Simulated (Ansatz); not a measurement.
Harmonic frequencies (cm⁻¹) at PBE0-D4/def2-TZVP from Ansatz: 179, 185, 190, 209, 232, 366, 383, 470, 485, 548, 592, 611, 652, 690, 709, 1004, 1551, 3577, 3683, 3692, 3949.

Each molecule was computed in one conformer, which needn't be the lowest.

Q: Which molecule is it?
A. `[NH]=[Ta]([NH2])([OH])[Cl]`
B. `[NH]=[Ta]([NH2])([OH])[F]`
C. `[NH]=[Ta]([OH])([OH])[OH]`
D. `[NH2][Ta]([NH2])(=[O])[F]`

A: B.
